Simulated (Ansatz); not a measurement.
Complex (SMILES): N#N (N2) with S (H2S), atoms 1 to 2 the first; geometry from B3LYP-D3(BJ)/def2-TZVP, monomers rigid:
```xyz
5

N      0.5569     0.0216    -0.1918
N      0.4057    -0.6429     0.6599
S     -1.8739     2.6331    -1.4786
H     -0.7246     1.9720    -1.6881
H     -1.2906     3.5002    -0.6354
```

Interaction energy at MP2 with Ansatz (a program for electronic structure), kcal/mol, without and with the counterpoise correction (monomers among the partner's ghost functions). Cartesian d functions, on some or all atoms, in 6-31G*; all else is spherical. Cores are frozen. No added dispersion term, no relativity. Reference, counterpoise-corrected: Hartree-Fock in aug-cc-pV(Q+d)Z plus the correlation part extrapolated as X^-3 from aug-cc-pV(T+d)Z and aug-cc-pV(Q+d)Z, -0.70.

```
basis            functions  uncorrected
---------------  ---------  -----------
6-31G*                  53        -0.60
def2-SVP                56        -0.87
def2-TZVP              111        -0.68
cc-pV(T+d)Z            127        -0.75
def2-TZVPP             132        -0.67
def2-TZVPD             138        -0.80
jun-cc-pV(T+d)Z        154        -0.73
aug-pcseg-2            188        -1.16
aug-cc-pV(T+d)Z        193        -0.87
def2-QZVPP             244        -0.74
def2-QZVPPD            271        -0.70
cc-pV(5+d)Z            392        -0.74
```

**Question.** How large is the counterpoise correction in each set?

**Answer.** 6-31G* 0.40, def2-SVP 0.58, def2-TZVP 0.25, cc-pV(T+d)Z 0.26, def2-TZVPP 0.20, def2-TZVPD 0.26, jun-cc-pV(T+d)Z 0.16, aug-pcseg-2 0.56, aug-cc-pV(T+d)Z 0.23, def2-QZVPP 0.14, def2-QZVPPD 0.08, cc-pV(5+d)Z 0.09 kcal/mol. The corrected value lies nearer the reference in 2 of 12 rows.
